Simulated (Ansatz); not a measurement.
Ansatz (an electronic-structure program) input:

Ansatz 0.2 input:
```yaml
crystal:
  periodic: [false, false, false]
  atoms:
    - {symbol: Si, position_ang: [-0.38195306, 0.03642764, -0.24545395]}
    - {symbol: Br, position_ang: [-0.70269540, -1.55912873, 1.23600448]}
    - {symbol: Br, position_ang: [-0.09248714, 1.94750499, 0.80687096]}
    - {symbol: Br, position_ang: [1.29526190, -0.42401868, -1.62303493]}
    - {symbol: O, position_ang: [-1.51942937, 0.09218723, -1.40725780]}
basis:
  gaussian:
    orbitals: def2-TZVPD
hamiltonian:
  xc: {name: wB97M-V}
magnetization: {spin_polarized: true, initial_magnetization: 1}
output: {forces: true}
```

### Question
Which total energy does the run end on?

### Answer
-8086.87854 Eh (wB97M-V/def2-TZVPD). The basis has 254 functions.

It need not be the lowest isomer of its formula.
